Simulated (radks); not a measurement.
The numbers below are computed, except where a source is named.
Numerical settings for neutral aluminium, [Ne] 3s2 3p1. Level of theory: Dirac Kohn-Sham, LDA (Slater exchange, Perdew-Wang correlation), spin-unpolarised, spherical densities, point nucleus; open shells are shared between the two j in proportion to 2j + 1 (a radial shooting solver on a logarithmic mesh with Libxc functionals). The defaults (mesh step 0.008 in ln r, mesh end at 40 bohr or more with all orbitals vanishing there, Anderson mixing 0.5 over 9 steps, residual threshold near 1e-9 with the energy settled to 1e-9 hartree or 1e-11 of itself, here a cap of 66 iterations) give E = -241.7663 hartree and 3p3/2 at -2.778 eV in 14 iterations. Run on one thread of a shared host, so times are rough (Arm Neoverse N1): 0.11 s of CPU time, 0.11 s wall, 14 iterations on 2597 mesh points. Changes against that run (0 stands for a change within the tolerance of the run):

| setting | iterations | converged | E (mhartree) | e(3p3/2) (meV) | CPU (s) |
|---|---|---|---|---|---|
| mesh step in ln r 0.02 | 14 | yes | 0 | 0 | 0.05 |
| mesh step in ln r 0.08 | 14 | yes | +0.00878 | 0 | 0.02 |
| mesh step in ln r 0.2 | 32 | no | diverged | - | 0.09 |
| mesh end (bohr) 5 | 13 | level above zero | +120 | +3.59e+03 | 0.08 |
| mesh end (bohr) 3 | 13 | level above zero | +1.37e+03 | +2.27e+04 | 0.07 |
| residual threshold 1e-05 | 10 | yes | 0 | 0 | 0.09 |
| residual threshold 0.001 | 9 | yes | 0 | +0.126 | 0.09 |
| mixing 0.01 | 19 | yes | 0 | 0 | 0.14 |
| linear mixing, mixing 0.8 | 23 | yes | 0 | 0 | 0.14 |
| linear mixing, mixing 0.05 | 66 | no | +0.0409 | -74.6 | 0.37 |
| mixing history 2 | 19 | yes | 0 | 0 | 0.13 |
| iteration cap 5 | 5 | no | +0.00747 | +14.4 | 0.05 |

Settled on a wrong energy, with an occupied level pushed above zero by the early mesh end: mesh end (bohr) 5 (+0.12 hartree); mesh end (bohr) 3 (+1.37 hartree). Apart from these: no run marked as converged misses the energy by more than 1 mhartree. A mesh that ends early acts as a hard wall.
